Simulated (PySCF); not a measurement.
# Zinc: a sound run and one with changed settings

Sound run: Zn [Ar] 3d10 4s2, Zn⁺ [Ar] 3d10 4s1. All numbers are calculated (PySCF 2.14, no relativity, point nucleus, in 6-31G* (5s4p2d1f, 34 functions)). In the sound run the correlated levels freeze [Ar]. The sound run starts from symmetry-adapted Hartree-Fock orbitals and uses a fine grid where one is needed.

Changed run: initial guess atom, at most 50 SCF cycles, level shift 0.1 hartree.

```
species   method  sound run (hartree)  changed run (hartree)  converged
     Zn      UHF          -1777.48110            -1777.48110        yes
     Zn      LDA          -1776.12653            -1776.12653        yes
     Zn      PBE          -1778.75257            -1778.75257        yes
     Zn      MP2          -1777.72777            -1777.71683        yes
     Zn  CCSD(T)          -1777.72146            -1777.72146        yes
    Zn⁺      UHF          -1777.20913            -1777.20913        yes
    Zn⁺      LDA          -1775.79266            -1775.79266        yes
    Zn⁺      PBE          -1778.42925            -1778.42925        yes
    Zn⁺      MP2          -1777.42528            -1777.41841        yes
    Zn⁺  CCSD(T)          -1777.40969            -1777.40969        yes
```

Ionisation energy of Zn:

| method | sound run (eV) | changed run (eV) |
| --- | --- | --- |
| UHF | 7.401 | 7.401 |
| LDA | 9.085 | 9.085 |
| PBE | 8.798 | 8.798 |
| MP2 | 8.231 | 8.120 |
| SCS-MP2 | 8.291 | 8.164 |
| CCSD | 8.445 | 8.445 |
| CCSD(T) | 8.484 | 8.484 |

A level shift leaves the converged SCF energy unchanged but raises the virtual orbital energies, which shrinks MP2 if it is not removed.

For comparison, NIST gives 9.394 eV between the lowest levels.
